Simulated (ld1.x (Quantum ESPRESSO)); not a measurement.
## selenium: TM pseudisation with PBE, scalar-relativistic reference atom.

selenium, norm-conserving Troullier–Martins (Kleinman–Bylander form), made with ld1.x (Quantum ESPRESSO) 7.5 (PBE, scalar-relativistic). Core [Ar] 3d10, reference 4s2 4p4. Waves: 4s (bound): rc 1.60 bohr; 4p (bound): rc 1.70 bohr. Local part: all-electron potential smoothed inside 1.25 bohr (lloc = -2). Core correction: a·sin(br)/r model core inside 1.60 bohr.

All-electron outer shells of the reference configuration (PBE, scalar-relativistic, ld1.x):

| shell | level (eV) | outermost node (bohr) | outermost maximum (bohr) |
| --- | --- | --- | --- |
| 3p | -152.98 | 0.21 | 0.50 |
| 3d | -53.12 | – | 0.45 |
| 4s | -17.29 | 0.70 | 1.51 |
| 4p | -6.51 | 0.74 | 1.82 |

Results:

| Property | Result |
| --- | --- |
| Cutoffs needed | 35 Ry and 55 Ry (the cutoffs (Ry, on a coarse ladder) from which the occupation-weighted sum of valence levels, in a spherical-Bessel basis at the reference potential, stays within 10 and 1 mRy of its value at 400 Ry) |
| Ghost test | no extra level below or beside the all-electron valence levels (s, p, d, f tested) (spherical-Bessel basis up to 400 Ry, 20 bohr box) |
| Largest excitation error | -169 meV (all-electron minus pseudo) for 4s2 4p0, out of 7 test configurations |

Generation and tests took about 3.9 s on one core of a shared server CPU.
